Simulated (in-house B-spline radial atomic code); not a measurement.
RPA and G0W0 on BHandHLYP: Al II (Al+)

Configuration [Ne] 3s2, mean-field start BHandHLYP. Computed with a B-spline radial code for spherical atoms: all electrons, non-relativistic, point nucleus, each spin shell either full or empty, empty states to l = 9 with an (l + 1/2)⁻⁴ tail; G0W0 by contour deformation at full frequency.

Command:
```bash
python run_gw.py task.json out
```
Settings (radii: box in bohr, nucleus in fm):
```
Z                        13
electrons                12
configuration            [Ne] 3s2
hamiltonian              nr
method                   bhandhlyp
lmax                     9
spin_polarised           False
box_radius               23.78
intervals                50
ion_configuration        [Ne] 3s1
```

Cost of the run: 3.1 s on 1 thread of Arm Neoverse N1 (shared host).

Energies (hartree):

| term | value |
| --- | --- |
| mean-field total | -242.15924 |
| Hartree-Fock functional on these orbitals | -241.67153 |
| direct second order | -0.75047 |
| second-order exchange | 0.271 |
| SOSEX correction | 0.24436 |

(1) What is the RPA correlation energy, and what remains with SOSEX?

Quasi-particle levels (eV):

```
level  occupied  mean field  Σx - vxc     Σc  QP weight    G0W0
   3s       yes     -16.592     -1.10      ?          ?       ?
   2p       yes      -87.45     -8.21   3.92      0.851  -91.74
   3p        no      -7.328      2.22  -1.07      0.943  -6.175
```

G0W0 = mean field + (Σx - vxc) + Σc, with Σc (partial-wave tail included) taken at the quasi-particle energy. Levels of low weight are left out.

(2) Where does G0W0 put 3s?

(3) What does it cost to remove one electron (to [Ne] 3s1) by differences of total energies, each species on its own start (correlation terms add to the Hartree-Fock functional)?

Answers

(1) RPA gives -0.65876 hartree (-1.49 eV per electron); RPA + SOSEX gives -0.4144, and the second-order doubles -0.47947 hartree (no singles). RPA lacks exchange-type terms and so overcorrelates at short range.

(2) At -18.924 eV, with Σc = -1.23 eV and a quasi-particle weight of 0.939. The tabulated removal energy is 18.829 eV (NIST, measured); the calculation leaves out relativity, Breit and QED terms, and what these don't explain is the method's own error.

(3) BHandHLYP 18.689 eV, Hartree-Fock functional 17.514 eV, + RPA 18.894 eV, + RPA + SOSEX 18.535 eV, + second order 18.894 eV. Tabulated: 18.829 eV (NIST, measured); the calculation leaves out relativity, Breit and QED terms, and what these don't explain is the method's own error.
